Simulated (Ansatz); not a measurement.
A structure relaxed at r2SCAN-D4/def2-SVP in Ansatz, charge 1, singlet:

Cartesian coordinates in Å:
```
Co 0.8934 -1.1817 0.4662
Co 0.4451 0.4320 -1.0044
Co -0.8408 0.1763 0.8100
S 0.3015 1.8612 0.4759
S -0.7992 -1.2879 -0.7477
```

Problem. Give its formula and point group.

Solution. the cluster Co3S2⁺. Point group Cs (tolerance 0.1 Å).

Problem. Summarise the bond lengths by kind (pairs closer than 1.2 times the sum of covalent radii, bridged metal pairs left out).

Solution. 5 × Co–S 2.06 to 2.14 Å.

The restricted singlet is unstable towards broken spin symmetry at other levels; at r2SCAN-D4/def2-SVP this wasn't settled. Another isomer (singlet) lies 0.32 eV lower at PBE0-D4/def2-TZVP; other spin states weren't run for this one.
